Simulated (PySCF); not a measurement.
Ligand exchange on a metal centre used in film growth or etching (Zr F-NH2). All species are isolated molecules in the gas phase. One relaxed conformer stands for each flexible species; it need not be the lowest.

The charge on the central atom (Mulliken) from two functionals at the same geometries (BP86-D3(BJ)/def2-SVP), both in PySCF: PBE-D3(BJ)/def2-TZVP and TPSSh-D3(BJ)/def2-TZVP. 

```json
[
 {"species": "1 of 4 F replaced by NH2 ([Zr(F)3(NH2)])", "TPSSh-D3(BJ)/def2-TZVP (e)": "1.78"},
 {"species": "2 of 4 F replaced by NH2 ([Zr(F)2(NH2)2])", "TPSSh-D3(BJ)/def2-TZVP (e)": "1.75"},
 {"species": "3 of 4 F replaced by NH2 ([Zr(F)(NH2)3])", "TPSSh-D3(BJ)/def2-TZVP (e)": "1.72"},
 {"species": "4 of 4 F replaced by NH2 ([Zr(NH2)4])", "TPSSh-D3(BJ)/def2-TZVP (e)": "1.72"}
]
```

What does PBE-D3(BJ)/def2-TZVP give for each?


- 1 of 4 F replaced by NH2 ([Zr(F)3(NH2)]): 1.59
- 2 of 4 F replaced by NH2 ([Zr(F)2(NH2)2]): 1.55
- 3 of 4 F replaced by NH2 ([Zr(F)(NH2)3]): 1.52
- 4 of 4 F replaced by NH2 ([Zr(NH2)4]): 1.51
Over these rows, drawn at random from the members with no instability flagged (it was tested for open shells, ions and some series alone), PBE minus TPSSh-D3(BJ): mean -0.20 e, from -0.21 e to -0.19 e.
